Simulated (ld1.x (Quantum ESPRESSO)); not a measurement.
# An all-electron radial function and its pseudo partner (fluorine)

Columns: radius, all-electron u(r) and pseudo u(r) of the 2p shell (level -14.99 eV) of fluorine in the configuration [He] 2s2 2p4.75; PBEsol, non-relativistic, PAW scheme, ld1.x (Quantum ESPRESSO) 7.5.

```tsv
r (bohr)	all-electron	pseudo
0.088	0.1148	0.0124
0.175	0.3206	0.0481
0.262	0.5196	0.1044
0.350	0.6810	0.1781
0.438	0.7968	0.2631
0.525	0.8698	0.3524
0.612	0.9082	0.4407
0.700	0.9198	0.5232
0.788	0.9110	0.5939
0.875	0.8882	0.6485
0.962	0.8559	0.6858
1.050	0.8170	0.7053
1.138	0.7744	0.7073
1.225	0.7305	0.6943
1.312	0.6862	0.6694
1.400	0.6418	0.6358
1.487	0.5990	0.5976
1.575	0.5573	0.5572
1.662	0.5179	0.5179
1.750	0.4800	0.4800
1.838	0.4443	0.4443
1.925	0.4111	0.4111
2.012	0.3800	0.3800
2.100	0.3505	0.3505
2.188	0.3232	0.3232
2.275	0.2980	0.2980
```

Q: How many radial nodes do the two functions have?

A: The all-electron 2p function has n − l − 1 = 0; the pseudo-wave has 0.

Q: At about which radius was the pseudo-wave matched?

A: 1.75 bohr. The columns agree to 0.0005 from 1.57 bohr on; several derivatives are matched, so the curves merge somewhat inside the radius.

Q: Is the pseudo-wave norm-conserving?

A: No, it belongs to a PAW set: the norm inside the radius is not constrained, and the difference is carried by the augmentation charge.
